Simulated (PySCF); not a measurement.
# `CC1(C)CCC[C@@H](O)C1`, C8H16O

Geometry (Å), atoms numbered from 1 in this order:
```xyz
25

C    -1.633    0.922    1.172
C    -1.286    0.139   -0.099
C    -2.536    0.056   -0.974
C    -0.814   -1.283    0.252
C     0.546   -1.323    0.940
C     1.607   -0.610    0.113
C     1.199    0.816   -0.209
O     2.194    1.366   -1.040
C    -0.168    0.844   -0.885
H    -2.452    0.428    1.719
H    -1.965    1.942    0.922
H    -0.782    1.012    1.863
H    -2.333   -0.500   -1.903
H    -3.355   -0.458   -0.445
H    -2.893    1.060   -1.252
H    -1.578   -1.779    0.875
H    -0.754   -1.866   -0.685
H     0.478   -0.859    1.939
H     0.845   -2.369    1.115
H     1.759   -1.136   -0.847
H     2.582   -0.603    0.625
H     1.144    1.383    0.744
H     1.928    2.262   -1.270
H    -0.463    1.891   -1.087
H    -0.050    0.357   -1.869
```

Method used: quadratic response CAM-B3LYP/def2-SVPD first hyperpolarisability, Taylor convention, gas phase in PySCF. Geometry: PBE0-D3(BJ)/def2-SVP.

Question: Give the tensor of the second harmonic β(−2ω;ω,ω) at 1907 nm in the axes of these coordinates.

Answer: In au, Taylor convention; rows are the first index (the induced dipole):
```csv
,xx,yy,zz,xy,xz,yz
x,+46.9,+22.5,+24.6,+8.8,-18.2,-8.7
y,+8.8,-38.8,+8.3,+22.6,-8.7,+21.2
z,-18.1,+21.2,+25.4,-8.7,+24.5,+8.3
```
Norm of βᵢ = ⅓ Σⱼ (βᵢⱼⱼ + βⱼᵢⱼ + βⱼⱼᵢ): 100.5 au, hyper-Rayleigh value 42.5 au.
